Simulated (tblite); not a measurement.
Run record: molecular-dynamics run, `[SiH2]1P[SiH2]P[SiH2]P1`.

Computed with GFN2-xTB (tblite), gas phase: Langevin dynamics at 300 K from the optimised GFN2-xTB geometry, time step 0.5 fs, friction 0.01 fs⁻¹, 2000 steps. The command runs a driver script over a list of jobs; the input below is this job's line of settings and its coordinates in Å. «temperature» is in K, «steps» counts time steps and «every» is the stride of the printed frames; «frames» go on to single points.

Command:
```bash
OMP_NUM_THREADS=1 python probes_run.py task.json out
```

Input:
```
{"job": {"kind": "md", "xc": "GFN2-xTB", "basis": "xTB", "temperature": 300, "steps": 2000, "every": 50, "frames": 5}, "charge": 0, "multiplicity": 1}
Si    -1.561569    -1.303346     0.330848
P     -2.206086     0.844023     0.364003
Si    -0.267255     1.915061     0.713748
P      1.219862     1.574211    -0.935407
Si     1.698543    -0.600377    -0.685093
P     -0.115215    -1.747362    -1.329939
H     -1.039652    -1.620286     1.668611
H     -2.755420    -2.112089     0.072701
H     -2.186226     0.998833    -1.006836
H     -0.559590     3.350546     0.722539
H      0.218219     1.509758     2.041422
H      2.307363     2.017399    -0.214144
H      2.772374    -0.920849    -1.630449
H      2.160417    -0.948690     0.671314
H      0.309822    -2.948842    -0.805230
```

Problem. Estimate the output. One trajectory will do; the random numbers aren't given.

Solution. 
```
t/fs     T/K      E/eV
    0.0   239.3   -472.09964
   25.0   167.8   -471.78321
   50.0   165.2   -471.79289
   75.0   186.1   -471.64660
  100.0   262.6   -471.69334
  125.0   275.3   -471.71108
  150.0   237.7   -471.48185
  175.0   422.4   -471.81640
  200.0   331.2   -471.71155
  225.0   268.6   -471.51813
  250.0   259.0   -471.52101
  275.0   175.1   -471.41435
  300.0   435.5   -471.68094
  325.0   328.3   -471.41004
  350.0   294.0   -471.53147
  375.0   292.5   -471.51117
  400.0   266.4   -471.58655
  425.0   226.8   -471.60510
  450.0   247.4   -471.48610
  475.0   247.4   -471.64608
  500.0   248.7   -471.56753
  525.0   266.2   -471.60453
  550.0   261.1   -471.57431
  575.0   318.5   -471.63689
  600.0   299.5   -471.63431
  625.0   372.3   -471.67807
  650.0   344.5   -471.61317
  675.0   396.4   -471.57936
  700.0   361.8   -471.62367
  725.0   279.3   -471.64090
  750.0   366.7   -471.75905
  775.0   267.4   -471.69039
  800.0   306.3   -471.84709
  825.0   250.1   -471.86100
  850.0   229.1   -471.81288
  875.0   205.5   -471.74891
  900.0   181.0   -471.82005
  925.0   183.4   -471.69700
  950.0   253.5   -471.56949
  975.0   248.0   -471.66322
 1000.0   244.5   -471.59720
```

E is the potential energy; T comes from the kinetic energy over all 3N coordinates.

Problem. Sum up the printed frames.

Solution. 41 frames over 1000 fs. T runs from 165 K (50 fs) to 436 K (300 fs), with a mean of 273 K over all frames and 280 K from 500 fs on. E starts at -472.100 eV, peaks 0.690 eV above that at 325 fs, and averages 0.423 eV above it from 500 fs on.

Problem. Give the last frame.

Solution. 0.28 Å rms from the start after alignment:
```
atom  x, y, z in Å
Si1    -0.701   -1.571    0.712
P2     -2.244    0.091    0.482
Si3    -0.919    1.940    0.862
P4      0.369    2.148   -1.099
Si5     1.821    0.480   -0.749
P6      0.812   -1.591   -0.903
H7     -0.173   -1.416    2.043
H8     -1.561   -2.727    0.950
H9     -1.961    0.234   -0.877
H10    -1.845    3.024    1.031
H11    -0.031    1.666    2.027
H12     1.121    3.164   -0.422
H13     2.879    0.478   -1.847
H14     2.626    0.751    0.479
H15     1.581   -2.225    0.024
```

The run took about 90 s of CPU time (one thread, shared machine).
